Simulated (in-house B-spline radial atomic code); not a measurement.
# LDA exchange-only excitations of the phosphorus ion P⁵⁺

Method: LDA exchange-only. Computed with an all-electron radial atomic-structure program (B-spline basis): linear response of the closed shell [He] 2s2 2p6 with the functional's adiabatic kernel; non-relativistic, point nucleus, no spin-orbit coupling, no double excitations, S, P, D and F terms only. Only terms of natural parity with L up to 3 were computed.

Command:
```bash
python run_td.py task.json out
```
Settings (radii: box in bohr, nucleus in fm):
```
Z                        15
electrons                10
configuration            [He] 2s2 2p6
hamiltonian              nr
method                   lda,
box_radius               16.35
intervals                50
```

Run time, properties included: 0.2 s on 1 thread of Intel(R) Xeon(R) Platinum 8488C (Sapphire Rapids), with other jobs on the host.

The lowest states, in the order of their Tamm-Dancoff energies; the method's threshold (minus the highest occupied level) is 197.51 eV. Labels give the largest channel, * marks a mixed state, and oscillator strengths are full-response dipole values. Semilocal kernels can invert the small singlet-triplet splittings of Rydberg terms. Energies in eV:

```tsv
state	full response	Tamm-Dancoff	oscillator strength
2p → 3s 3P	127.72	127.73	-
2p → 3s 1P	?	?	?
2p → 3p 3S	137.41	137.46	-
2p → 3p 3D	138.72	138.73	-
2p → 3p 1D	?	?	-
2p → 3p 1S	145.01	145.49	-
2p → 3d 3P	153.25	153.26	-
2p → 3d 3F	153.63	153.63	-
2p → 3d 1F	154.17	154.17	-
2p → 3d 1P	155.99	156.09	1.08
```

Question: Where does 2p → 3p 1D lie?

Answer: At 139.63 eV in full response, 139.63 eV in Tamm-Dancoff.

Question: Where does 2p → 3s 1P lie?

Answer: At 128.93 eV in full response, 128.96 eV in Tamm-Dancoff, oscillator strength 0.198.

Question: How large is the singlet-triplet splitting of 2p → 3s (P terms) in Tamm-Dancoff?

Answer: 1.22 eV, from the unrounded values.

Question: What polarisabilities and dispersion coefficient does the method give?

Answer: Dipole 0.1117 bohr³, quadrupole 0.05902 bohr⁵, C6 0.06856 hartree·bohr⁶ for two such species.
